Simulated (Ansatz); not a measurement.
The cluster Sn₄Ge⁻. The state is a quartet with charge -1. Geometry r2SCAN-D4/def2-SVPD; atoms count from 1.

```
atom   x (Å)   y (Å)   z (Å)
 Ge1  -0.233   0.588  -1.302
 Sn2   1.482   1.339   0.741
 Sn3   1.563  -1.361  -0.492
 Sn4  -1.446   1.066   1.143
 Sn5  -1.365  -1.632  -0.090
```

In the def2 sets Sn takes a core potential; there is no spin–orbit coupling. At PBE0-D4/def2-TZVPD a doublet of charge -1 lies 0.92 eV below the quartet, each at its own geometry. The structure comes from a short search, and lower isomers may exist.

Question: Estimate the Mulliken populations from the PBE0/def2-TZVPD orbitals of Ansatz.

Answer: 
| atom | charge (e) | spin (α − β) |
| --- | --- | --- |
| Ge1 | -0.49 | 0.13 |
| Sn2 | -0.13 | 0.72 |
| Sn3 | -0.13 | 0.72 |
| Sn4 | -0.13 | 0.72 |
| Sn5 | -0.13 | 0.72 |
Mulliken values depend strongly on the basis. With diffuse functions, as here, like atoms can get unlike values, and bond orders can come out too low or too high.

Question: Where does the spin sit?

Answer: Summed by element: Ge 0.13, Sn 2.87, of 3 unpaired in all. Largest on single atoms: Sn4 0.72, Sn3 0.72, Sn2 0.72.

Question: And the Mayer bond orders between heavy atoms (over 0.3)?

Answer: Ge1–Sn2 0.78 (2.77 Å); Ge1–Sn3 0.78 (2.77 Å); Ge1–Sn4 0.78 (2.77 Å); Ge1–Sn5 0.78 (2.77 Å); Sn2–Sn3 0.72 (2.97 Å); Sn2–Sn4 0.72 (2.97 Å); Sn3–Sn5 0.72 (2.97 Å); Sn4–Sn5 0.72 (2.97 Å).
